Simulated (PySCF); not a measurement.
Work out the structure from these simulated measurements.

Formula: C8H16O.

- 13C NMR: chemical shifts (computed TMS as zero) by class: 80.6 (1 C), 59.3 (1 C), 39.6 (1 C), 32.0 (2 C), 29.1 (1 C), 28.3 (2 C) ppm [GIAO PBE0/pcSseg-1]
- UV, first state: lowest singlet excitation: 6.73 eV (184 nm, f = 0.031) [TDDFT B3LYP/def2-SVPD]
- Dipole: 0.95 D [B3LYP/def2-SVPD]
- Valence photoelectron: vertical ionisation energy: 9.33 eV [ΔSCF B3LYP/def2-SVPD]
- Triplet: lowest triplet excitation (Tamm–Dancoff): 6.59 eV [TDA B3LYP/def2-SVPD]
- 1H NMR: chemical shifts (computed TMS as zero) by class: 3.27 (3 H), 2.81 (2 H), 1.69 (2 H), 1.59 (2 H), 1.54 (1 H), 1.24 (1 H), 1.15 (2 H), 1.04 (1 H), 0.55 (2 H) ppm [GIAO PBE0/pcSseg-1]
- Rotational structure: rotational constants A, B, C: 3.803, 0.828, 0.719 GHz [PBE0-D3(BJ)/def2-SVP]
- NMR, other nuclei: isotropic shieldings of nuclei other than C and H, by class: 312 (1 O) ppm [GIAO PBE0/pcSseg-1]
- Polarisability: 101.0 au [B3LYP/def2-SVPD]

Electronic properties: PySCF, gas phase, density fitting. Levels stand in brackets. Isolated species at its PBE0-D3(BJ)/def2-SVP geometry (one conformer only). NMR classes are plain means over equivalent atoms (diastereotopic ones count apart unless rotation or inversion swaps them), as if these changed places fast.

Question: Give a SMILES that accounts for the data.

Answer: Numbering: `[CH3:1][O:2][CH2:3][CH:4]1[CH2:5][CH2:6][CH2:7][CH2:8][CH2:9]1`. Its formula, C8H16O, gives 1 degree of unsaturation: 1 ring and 0 π bonds in the structure found. 8 carbons fall into 6 classes; from least to most shielded: chain sp3 carbon bound to oxygen [C3] (80.6 ppm), methoxy carbon [C1] (59.3 ppm), sp3 CH carbon [C4] (39.6 ppm), ring CH2 carbon [C5/C9] (32.0 ppm, 2 C), ring CH2 carbon [C7] (29.1 ppm), ring CH2 carbon [C6/C8] (28.3 ppm, 2 C). Hydrogen classes from least to most shielded: 3 H on a methoxy carbon, C1 (3.27 ppm, a mean of values up to 0.7 ppm apart in this geometry), 2 H on an sp3 carbon bound to oxygen, C3 (2.81 ppm, a mean of values up to 0.5 ppm apart in this geometry), 2 H on 2 ring CH2 carbons, C5/C9 (1.69 ppm, a mean of values up to 0.8 ppm apart in this geometry), 2 H on 2 ring CH2 carbons, C6/C8 (1.59 ppm), 1 H on a ring CH2 carbon, C7 (1.54 ppm), 1 H on an sp3 CH carbon, C4 (1.24 ppm), 2 H on 2 ring CH2 carbons, C6/C8 (1.15 ppm), 1 H on a ring CH2 carbon, C7 (1.04 ppm), 2 H on 2 ring CH2 carbons, C5/C9 (0.55 ppm). The other shieldings belong to: 312 ppm, ether oxygen [O2]. The first electron is taken from the HOMO, whose largest Löwdin shares are 0.57 on the ether oxygen, 0.10 on the sp3 carbon bound to oxygen, 0.09 on the methoxy carbon and 0.05 on a methylene hydrogen. The optimised geometry has point group C1 and is an asymmetric top. Structure: `COCC1CCCCC1`. Computed isomers that give other values at the same levels: `CCCC[C@@H](C=O)CC` (13C chemical shifts (computed TMS as zero) by class: 211.1 (1 C), 57.7 (1 C), 34.5 (1 C), 33.7 (1 C), 27.0 (1 C), 26.9 (1 C), 16.4 (1 C), 14.2 (1 C) ppm); `CC1(C)CCC[C@@H](O)C1` (rotational constant A: 2.326 GHz; this holds for the one conformer computed). The assignments are read from this structure; whether some other isomer fits the data as well wasn't checked.
